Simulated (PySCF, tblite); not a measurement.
Isomers of C3H8NO2Si2 (doublet state), one GFN2-xTB conformer each. Single-point energies are computed at B3LYP/pcH-1 (PySCF, gas phase, no added dispersion term), electronic only. GFN2-xTB treats the open shell by occupation alone, and not every SCF solution was tested for stability.

| SMILES | GFN2-xTB relative energy (kJ/mol) |
| --- | --- |
| NC(=O)[Si@H]1CC[SiH]O1 | 20.6 |
| NC(=O)[Si]1CC[SiH2]O1 | 0.0 |

Conformers: `[NH2:1][C:2](=[O:3])[Si@H:4]1[CH2:5][CH2:6][SiH:7][O:8]1` (doublet state) with H–N1–C2–O3 173° and 4°, N1–C2–Si4–C5 -100°, C2–Si4–C5–C6 142°, Si4–C5–C6–Si7 -33°, C5–C6–Si7–O8 24°, C6–Si7–O8–Si4 -4°; `[NH2:1][C:2](=[O:3])[Si:4]1[CH2:5][CH2:6][SiH2:7][O:8]1` (doublet state) with H–N1–C2–O3 173° and 6°, N1–C2–Si4–C5 134°, C2–Si4–C5–C6 -140°, Si4–C5–C6–Si7 31°, C5–C6–Si7–O8 -23°, C6–Si7–O8–Si4 4°.

Task: What does B3LYP/pcH-1 give for the same structures?

Result: 
```csv
SMILES,B3LYP/pcH-1 E (Eh),B3LYP/pcH-1 (kJ/mol),GFN2-xTB (kJ/mol),point group
NC(=O)[Si]1CC[SiH2]O1,-903.42391,0.0,0.0,C1
NC(=O)[Si@H]1CC[SiH]O1,-903.42092,7.9,20.6,C1
```

Both levels put the same isomer lowest. Neighbours under 21 kJ/mol apart (NC(=O)[Si]1CC[SiH2]O1 and NC(=O)[Si@H]1CC[SiH]O1) can change places with a better method, another conformer or zero-point energy.

Task: What happens when harmonic zero-point energies from GFN2-xTB frequencies are added?

Result: 
| SMILES | ZPE (kJ/mol) | electronic (kJ/mol) | with ZPE (kJ/mol) |
| --- | --- | --- | --- |
| NC(=O)[Si]1CC[SiH2]O1 | 291.0 | 0.0 | 0.0 |
| NC(=O)[Si@H]1CC[SiH]O1 | 290.6 | 7.9 | 7.5 |

The zero-point energies span 0.4 kJ/mol. The order is unchanged.
